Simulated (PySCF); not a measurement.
Ga(OH)2(SMe) (CH₅GaO₂S), SMILES C[S][Ga]([OH])[OH].

The structure is a stationary point at B3LYP-D3(BJ)/def2-SVP. The structure was generated by enumeration; whether it is a known compound was not checked. Other conformers were not sampled.

Level of theory: PySCF with TDDFT-PBE/def2-SVPD.

Vertical excitations. The molecule is in vacuum. State labels are in the subgroup Cs.

| state | symmetry | energy (eV) | λ (nm) | f | main pairs |
|---|---|---|---|---|---|
| S1 | A" | 4.05 | 306 | 0.005 | HOMO→LUMO 100 % |
| S2 | A" | 5.38 | 230 | 0.000 | HOMO−1→LUMO 99 % |
| S3 | A' | 5.38 | 230 | 0.004 | HOMO→LUMO+1 56 %, HOMO−2→LUMO 42 % |
| S4 | A" | 5.44 | 228 | 0.000 | HOMO→LUMO+2 97 % |
| S5 | A' | 5.86 | 212 | 0.112 | HOMO−2→LUMO 47 %, HOMO→LUMO+1 27 %, HOMO−3→LUMO 17 % |
| S6 | A" | 5.93 | 209 | 0.004 | HOMO→LUMO+3 89 % |
| S7 | A' | 6.09 | 204 | 0.129 | HOMO−3→LUMO 68 %, HOMO→LUMO+1 12 % |
| S8 | A" | 6.11 | 203 | 0.064 | HOMO−4→LUMO 88 % |
| S9 | A" | 6.56 | 189 | 0.012 | HOMO→LUMO+4 97 % |
| S10 | A" | 6.64 | 187 | 0.004 | HOMO−1→LUMO+2 81 % |
| T1 | A" | 3.82 | 324 | 0 | HOMO→LUMO 99 % |
| T2 | A' | 4.86 | 255 | 0 | HOMO→LUMO+1 93 % |
| T3 | A" | 5.05 | 246 | 0 | HOMO→LUMO+2 97 % |
| T4 | A" | 5.11 | 243 | 0 | HOMO−1→LUMO 98 % |
Triplets are in the Tamm–Dancoff approximation, which puts them higher than full response would, so one can lie above its singlet here.
